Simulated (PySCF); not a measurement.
C6H10N2 (charge +1 and doublet state).
Numbering: `[CH3:1][CH2:2][CH2:3][N:4]1[CH+:5][CH:6][CH:7]=[N:8]1` (hydrogens: H9, H10, H11 on C1; H12, H13 on C2; H14, H15 on C3; H16 on C5; H17 on C6; H18 on C7)

Cartesian coordinates in Å at the GFN2-xTB level; atoms count from 1:
```
atom  x, y, z in Å
C1    -1.9054    0.9073   -0.2805
C2    -1.7818   -0.5549    0.0335
C3    -0.5148   -1.1327   -0.6132
N4     0.6296   -0.4152   -0.1025
C5     1.8267   -0.8680    0.3031
C6     2.5888    0.2327    0.6602
C7     1.7673    1.3415    0.4584
N8     0.6197    0.9066   -0.0322
H9    -2.5551    1.4596    0.3920
H10   -2.1236    1.1140   -1.3264
H11   -0.8275    1.3291   -0.1228
H12   -1.7613   -0.7261    1.1119
H13   -2.6466   -1.0941   -0.3678
H14   -0.5579   -1.0192   -1.7021
H15   -0.3976   -2.1901   -0.3746
H16    2.0754   -1.9105    0.3027
H17    3.5946    0.2443    1.0264
H18    1.9608    2.3819    0.6221
```

The hyperfine couplings belong to this conformer and change with its torsions.

Method used: UKS B3LYP, pcH-1 on C H N, non-relativistic, mean-field spin-orbit, GIAO (PySCF 2.14.0). Isolated species at its GFN2-xTB geometry (one conformer only). Couplings are sensitive to structure, and on GFN2-xTB geometries they can be far from those on DFT ones, by a factor of two or more for some ions and for spin on atoms past the first row. Stability of the SCF solution: not tested.

Problem. What is the g tensor, term by term?

Solution. 
| Δg (ppm) | 1 | 2 | 3 |
| --- | --- | --- | --- |
| relativistic mass correction | -222 | -222 | -222 |
| gauge correction | 16 | 61 | 37 |
| orbital Zeeman/spin–orbit | 247 | 589 | 1428 |
| total | 42 | 428 | 1243 |

So g = 2.00236, 2.00275, 2.00356 and g_iso = 2.00289; the tensor is rhombic: the two nearest values differ by 32 % of g3 − g1. Axes: g2 points within 10° of the C1–C2 bond.

Problem. Average each term over the three axes. Which is largest in size?

Solution. The orbital-Zeeman/spin–orbit term 755, the mass correction -222 and the gauge correction 38 ppm, for a total of 571 ppm. The orbital-Zeeman/spin–orbit term is the largest in size. The mass correction is the same along every axis, so the anisotropy comes from the other two: their spans along these axes are 44 (gauge) and 1181 ppm (orbital Zeeman/spin–orbit).

Problem. What effective moment and Curie constant follow for a powder?

Solution. With the mean of g² = 4.0116 and S(S+1) = 0.75: μ_eff = √(⟨g²⟩S(S+1)) = 1.735 μB and χT = 0.12505·⟨g²⟩·S(S+1) = 0.376 cm³ K/mol (cgs; spin-Hamiltonian part alone).

Problem. At 9.528 GHz, how far is the centre of the isotropic spectrum from where a free electron (g = 2.002319) resonates?

Solution. B = hν/(g μB) with μB/h = 13.99624 MHz/mT gives 339.98 mT for the free electron and 339.89 mT at g_iso, 0.10 mT lower.

Problem. In a frozen sample, at which fields do the three g values resonate at 9.5, 34, 94 and 263 GHz (hyperfine left aside), and which band first spreads them over more than twice a line width of 1.0 mT?

Solution. 
```tsv
band	GHz	B(g3) mT	B(g2) mT	B(g1) mT	spread mT
X	9.5	338.77	338.91	338.98	0.20
Q	34.0	1212.45	1212.95	1213.18	0.73
W	94.0	3352.07	3353.44	3354.08	2.01
J	263.0	9378.67	9382.49	9384.30	5.63
```

The spread grows in proportion to the frequency. W band is the first where it exceeds 2.0 mT.

Largest spin populations (Mulliken): N8 (+0.43) and C1 (+0.38).

The HOMO–LUMO gaps are 6.80 eV among the α and 2.07 eV among the β orbitals.

The SMILES draws the unpaired electron on C6; the largest computed Mulliken spin population is on N8 (0.43 against 0.02).
